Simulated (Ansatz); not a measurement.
Si₅Ge₃. Total charge 0; singlet. Geometry r2SCAN-D4/def2-SVP.

```xyz
8

Si    0.521   -0.710    0.443
Si    1.969    1.130    0.777
Si   -1.904   -0.332    0.868
Si    1.656    0.443   -1.543
Si   -0.444   -0.905   -1.863
Ge   -1.192   -2.481   -0.090
Ge   -0.350    1.523   -0.571
Ge   -0.257    1.331    1.979
```

The restricted singlet is unstable towards broken spin symmetry in Hartree–Fock (as tested in another run); at PBE-D4/def2-TZVP, r2SCAN-D4/def2-TZVP, PBE0-D4/def2-TZVP this wasn't settled. Another isomer (singlet) lies 0.78 eV lower at PBE0-D4/def2-TZVP; other spin states weren't run for this one.

Problem. Estimate the orbital energies around the gap (eV) in Ansatz with PBE-D4/def2-TZVP, r2SCAN-D4/def2-TZVP, PBE0-D4/def2-TZVP.

Solution. 
| orbital | PBE-D4/def2-TZVP | r2SCAN-D4/def2-TZVP | PBE0-D4/def2-TZVP |
| --- | --- | --- | --- |
| HOMO−5 | -6.79 | -7.10 | -7.65 |
| HOMO−4 | -6.44 | -6.72 | -7.30 |
| HOMO−3 | -6.00 | -6.25 | -6.79 |
| HOMO−2 | -5.87 | -6.10 | -6.65 |
| HOMO−1 | -5.59 | -5.80 | -6.34 |
| HOMO | -4.73 | -4.90 | -5.43 |
| LUMO | -4.09 | -4.17 | -3.57 |
| LUMO+1 | -3.24 | -3.26 | -2.66 |
| LUMO+2 | -2.76 | -2.71 | -2.10 |
| LUMO+3 | -2.49 | -2.44 | -1.86 |
| LUMO+4 | -2.03 | -1.91 | -1.36 |
| LUMO+5 | -1.81 | -1.69 | -1.14 |
